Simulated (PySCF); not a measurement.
# Polarisability and C₆ of B (boron, neutral)

[He] 2s1 2p2, high-spin 4P determinant (an excited configuration). Computed with PySCF 2.14 in aug-cc-pCVQZ-DK (9s8p6d4f2g, 109 functions), with the spin-free X2C one-electron Hamiltonian (Gaussian nucleus). Coupled (time-dependent) response in atomic units; α is the mean over directions.

```tsv
method	mean α (bohr³)	α xx, yy, zz	C₆ (like pair)	S(−4)
LC-wPBE	17.72	17.32, 17.91, 17.91	78.64	195.6
```

S(−4) is the Cauchy moment in α(ω) = α(0) + S(−4) ω² + …

α(iu) at LC-wPBE:

```tsv
u (hartree)	α(iu) (bohr³)
0	17.72
0.0500	17.24
0.100	16.00
0.200	12.64
0.300	9.605
0.500	5.715
0.750	3.336
1.00	2.159
1.50	1.107
2.00	0.6724
3.00	0.3268
5.00	0.1312
```

The components differ because the open shell of this determinant is not spherical; for a pure term their mean is the scalar polarisability.
